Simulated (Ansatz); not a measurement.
Ga7As7H20, a nanocrystal cut from zinc blende GaAs (hydrogen-capped), relaxed as a singlet with RKS PBE-D4/def2-SVP in Ansatz, starting from the GFN2-xTB geometry. Force threshold 0.03 eV/Å.

Single mean-field runs in def2-SVP are fitted with def2-universal-jkfit.

Start:

```xyz
34

Ga   -1.982    2.677    2.356
Ga   -0.470   -3.748   -2.166
Ga   -0.594   -1.335    1.905
Ga   -1.759    0.750   -1.474
Ga    0.929    3.942   -0.470
Ga    2.244   -0.100   -0.845
Ga    2.132    1.780    2.989
As   -1.898   -1.668   -2.702
As   -2.159    0.437    1.006
As    0.408    3.169    1.842
As   -0.839   -3.581    0.373
As    1.750   -2.456   -2.140
As    1.747   -0.421    1.616
As    0.604    1.637   -1.677
H    -2.253    2.267    3.854
H    -3.009    3.650    1.664
H    -0.658   -5.118   -2.968
H    -0.953   -1.975    3.332
H    -2.896    1.526   -2.299
H    -0.163    4.885   -1.100
H     2.443    4.309   -0.706
H     3.781    0.083   -1.262
H     1.775    1.397    4.474
H     3.617    2.198    2.673
H    -3.336   -2.108   -2.782
H    -1.859   -1.467   -4.193
H    -3.494   -0.299    1.020
H     0.573    4.460    2.591
H    -2.132   -4.287    0.684
H    -0.057   -4.706    0.999
H     2.823   -3.456   -1.801
H     2.241   -2.389   -3.562
H     2.605   -1.634    1.953
H     0.837    1.582   -3.181
```

(1) Estimate the energy that the relaxation releases and the steps that it takes.

(2) Does the start keep its bonding and symmetry?

(3) Predict the relaxed structure.

## Answers

(1) 0.71 eV, in 5 steps; 26 s on 4 threads of AMD EPYC 7R13 on a shared host and a share (37 GiB) of an NVIDIA H100 80GB HBM3. No frequencies were taken in this run, so the end may be a saddle point.

(2) By distances, no bond broke or formed. The bond that changes most is Ga6–As12, from 2.73 to 2.55 Å (atoms count from 1). Point group C3v at the start, C3v at the end, both within 0.05 Å.

(3) 
```xyz
34

Ga   -1.995    2.511    2.258
Ga   -0.439   -3.430   -1.989
Ga   -0.593   -1.351    1.910
Ga   -1.760    0.758   -1.473
Ga    0.907    3.774   -0.561
Ga    2.254   -0.113   -0.852
Ga    2.101    1.619    2.887
As   -1.883   -1.513   -2.621
As   -2.082    0.329    0.921
As    0.390    3.043    1.766
As   -0.819   -3.437    0.464
As    1.775   -2.310   -2.052
As    1.667   -0.489    1.500
As    0.575    1.484   -1.658
H    -2.183    2.054    3.759
H    -2.971    3.483    1.483
H    -0.612   -4.782   -2.772
H    -0.923   -1.826    3.375
H    -2.845    1.644   -2.193
H    -0.257    4.663   -1.154
H     2.449    4.071   -0.739
H     3.762    0.211   -1.171
H     1.650    1.224    4.349
H     3.565    2.056    2.482
H    -3.312   -2.052   -2.624
H    -1.743   -1.370   -4.135
H    -3.479   -0.285    1.021
H     0.559    4.358    2.529
H    -2.173   -4.112    0.674
H     0.036   -4.578    1.011
H     2.791   -3.381   -1.660
H     2.159   -2.230   -3.527
H     2.599   -1.612    1.956
H     0.831    1.588   -3.162
```
Bond lengths (bridged metal pairs left out): 18 × As–Ga 2.45 to 2.56 Å; 10 × As–H 1.53 Å; 10 × Ga–H 1.57 to 1.58 Å.
